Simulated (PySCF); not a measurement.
H₅NO₂Si, SMILES N[SiH](O)O. Geometry: B3LYP-D3(BJ)/def2-SVP. One conformer was computed; it need not be the lowest.

Give the equilibrium geometry at B3LYP-D3(BJ)/def2-SVP (PySCF confirms it by a frequency run) as a Z-matrix. (Estimate from the structure and the level; the computed values follow.)

This is not unique; one that fits is 
```
Si
O 1 1.6621
H 2 0.9649 1 115.12
O 1 1.6682 2 103.45 3 -19.16
H 4 0.9641 1 115.89 2 -166.71
N 1 1.7169 2 112.74 3 -140.14
H 6 1.0151 1 119.31 2 -99.63
H 6 1.0160 7 111.15 1 -148.28
H 1 1.4860 2 111.48 3 101.66
```
Charge 0, spin multiplicity 1.
